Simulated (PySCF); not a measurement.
# State search for SnF

Unrestricted PBE0; Sn cc-pVDZ-PP with ECP28, F cc-pVDZ; scalar-relativistic core potentials (PySCF 2.14). Outer shells of the fragments: Sn 4d10 5s2 5p2; F 2s2 2p5.

Followed along the bond (rough minima from three points):

```csv
2Ms+1,unpaired,⟨S²⟩ at the start,R at minimum (Å),Te (eV)
2,π ↑,0.75,1.97,0.00
4,"σ ↑, π ↑↑",3.76,2.01,3.78
```

Solutions found at the starting distance of 1.965 Å, counted from the lowest of them; the search is not exhaustive and high or unbound solutions are not listed, so other states can lie among these:

| 2Ms+1 | unpaired | term | E (eV) | ⟨S²⟩ | ⟨Lz²⟩ | μ (D) |
| --- | --- | --- | --- | --- | --- | --- |
| 2 | π ↑ | ²Π | 0.00 | 0.75 | 1.01 | -2.67 |
| 2 | σ ↑ | ²Σ⁺ | 2.54 | 0.75 | 0.00 | -2.28 |
| 4 | σ ↑, π ↑↑ | ⁴Σ⁻ | 3.80 | 3.76 | 0.00 | -2.12 |
| 2 | σ ↑, π ↑↓ | mixed | 4.67 | 1.76 | 2.01 | -1.65 |
| 2 | σ ↓, π ↑↑ | mixed | 4.82 | 1.77 | 0.00 | -1.19 |
| 4 | π ↑↑↑ | ⁴Π | 6.05 | 3.76 | 1.00 | 2.16 |
| 4 | σ ↑↑, π ↑ | ⁴Π | 6.09 | 3.75 | 1.00 | -1.30 |
| 4 | σ ↑, π ↑↑ | mixed | 7.74 | 3.75 | 2.01 | 2.39 |
| 4 | σ ↑, π ↑↑ | mixed | 7.87 | 3.75 | 2.01 | 2.41 |

A term symbol is given only where ⟨S²⟩ and ⟨Lz²⟩ are close to those of a pure state; real π, δ and φ orbitals otherwise mix terms. A positive dipole means Sn(−)F(+).

Spin–orbit coupling is left out. Counting both spins, an empty level lies below a filled one in some of these solutions, because spin and occupation are held.
